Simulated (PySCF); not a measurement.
F$_{2}$Sr, charge -1, doublet, geometry from GFN2-xTB (such geometries of metal compounds can be far from the true shape) (a state made from the parent by changing its charge; the spin is typed, not shown lowest) (core potentials on Sr) (in this run its highest filled SCF level lies above zero, so its values depend strongly on the basis, on diffuse functions most of all), atoms displaced at random by about 0.08 Å a coordinate; R2SCAN/def2-SVP, gradient (PySCF).

Input for PySCF:
```python
from pyscf import gto, scf, dft

mol = gto.Mole()
mol.atom = '''
    Sr    0.17727673    0.01566988   -0.12492595
    F    -0.42915006    1.42009163   -1.15239704
    F     0.22999279   -1.63040510    1.39784440
'''
mol.basis = 'def2-svp'
mol.ecp = {'Sr': 'def2-svp'}
mol.charge = -1
mol.spin = 1
mol.verbose = 4
mol.build()

mf = dft.UKS(mol)
mf.xc = 'r2scan'
mf.grids.level = 0
mf.kernel()
g = mf.nuc_grad_method()
g.grid_response = False
grad = g.kernel()
```

### Question
What does PySCF print? Leave out banner, timings and long lists.

### Answer

```
PySCF version 2.14.0

[INPUT] verbose = 4
[INPUT] num. atoms = 3
[INPUT] num. electrons = 29
[INPUT] charge = -1
[INPUT] spin (= nelec alpha-beta = 2S) = 1
[INPUT] symmetry False subgroup None
[INPUT] Mole.unit = angstrom
[INPUT] Symbol           X                Y                Z      unit          X                Y                Z       unit  Magmom
[INPUT]  1 Sr     0.177276730000   0.015669880000  -0.124925950000 AA    0.335004467958   0.029611781605  -0.236075831351 Bohr   0.0
[INPUT]  2 F     -0.429150060000   1.420091630000  -1.152397040000 AA   -0.810976079741   2.683584252487  -2.177714792359 Bohr   0.0
[INPUT]  3 F      0.229992790000  -1.630405100000   1.397844400000 AA    0.434623383725  -3.081019111094   2.641543080757 Bohr   0.0

nuclear repulsion = 57.7126021107923
number of shells = 21
number of NR pGTOs = 97
number of NR cGTOs = 51
basis = def2-svp
ecp = {'Sr': 'def2-svp'}

******** <class 'pyscf.dft.uks.UKS'> ********
method = UKS
initial guess = minao
damping factor = 0
level_shift factor = 0
DIIS = <class 'pyscf.scf.diis.CDIIS'>
diis_start_cycle = 1
diis_space = 8
diis_damp = 0
SCF conv_tol = 1e-09
SCF conv_tol_grad = None
SCF max_cycles = 50
direct_scf = True
direct_scf_tol = 1e-13
number electrons alpha = 15  beta = 14
XC library pyscf.dft.libxc version 7.1.2
    S. Lehtola, C. Steigemann, M. J. T. Oliveira, and M. A. L. Marques,  SoftwareX 7, 1–5 (2018)
XC functionals = r2scan
    J. W. Furness, A. D. Kaplan, J. Ning, J. P. Perdew, and J. Sun,  J. Phys. Chem. Lett. 11, 8208–8215 (2020)
    J. W. Furness, A. D. Kaplan, J. Ning, J. P. Perdew, and J. Sun,  J. Phys. Chem. Lett. 11, 9248–9248 (2020)
    J. W. Furness, A. D. Kaplan, J. Ning, J. P. Perdew, and J. Sun,  J. Phys. Chem. Lett. 11, 8208–8215 (2020)
    J. W. Furness, A. D. Kaplan, J. Ning, J. P. Perdew, and J. Sun,  J. Phys. Chem. Lett. 11, 9248–9248 (2020)
radial grids:
    Treutler-Ahlrichs [JCP 102, 346 (1995); DOI:10.1063/1.469408] (M4) radial grids

becke partition: Becke, JCP 88, 2547 (1988); DOI:10.1063/1.454033
pruning grids: <function nwchem_prune>
grids dens level: 0
symmetrized grids: False
atomic radii adjust function: <function treutler_atomic_radii_adjust>
small_rho_cutoff = 0
Set gradient conv threshold to 3.16228e-05
tot grids = 4984
init E= -218.046845981336

cycle= 1 E= -229.205145034605  delta_E= -11.2  |g|= 1.46  |ddm|= 4.45
cycle= 2 E= -214.113939953077  delta_E= 15.1  |g|= 4.01  |ddm|= 6.05
cycle= 3 E= -230.007180534531  delta_E= -15.9  |g|= 0.856  |ddm|= 4.42
cycle= 4 E= -230.277681506911  delta_E= -0.271  |g|= 0.256  |ddm|= 1.08
cycle= 5 E= -230.273364607033  delta_E= 0.00432  |g|= 0.306  |ddm|= 0.61
cycle= 6 E= -230.307927001413  delta_E= -0.0346  |g|= 0.0241  |ddm|= 0.339
cycle= 7 E= -230.308242600467  delta_E= -0.000316  |g|= 0.00516  |ddm|= 0.0591
cycle= 8 E= -230.308258473086  delta_E= -1.59e-05  |g|= 0.00111  |ddm|= 0.0173
cycle= 9 E= -230.308259536979  delta_E= -1.06e-06  |g|= 0.000447  |ddm|= 0.00693
cycle= 10 E= -230.308259666598  delta_E= -1.3e-07  |g|= 0.000104  |ddm|= 0.00195
cycle= 11 E= -230.308259671961  delta_E= -5.36e-09  |g|= 2.07e-05  |ddm|= 0.000268
cycle= 12 E= -230.308259672267  delta_E= -3.07e-10  |g|= 4.49e-06  |ddm|= 4.87e-05
Extra cycle  E= -230.308259672246  delta_E= 2.18e-11  |g|= 9.82e-06  |ddm|= 1.56e-05
converged SCF energy = -230.308259672246  <S^2> = 0.7507285  2S+1 = 2.0007284

******** <class 'pyscf.grad.uks.Gradients'> for <class 'pyscf.dft.uks.UKS'> ********
unit = Eh/Bohr
grid_response = False
--------------- UKS gradients ---------------
         x                y                z
0 Sr    -0.0714672821     0.1413939371    -0.0985780890
1 F     0.0635019742    -0.1347665380     0.0964310672
2 F     0.0055258552    -0.0036810026    -0.0011832073
----------------------------------------------
```
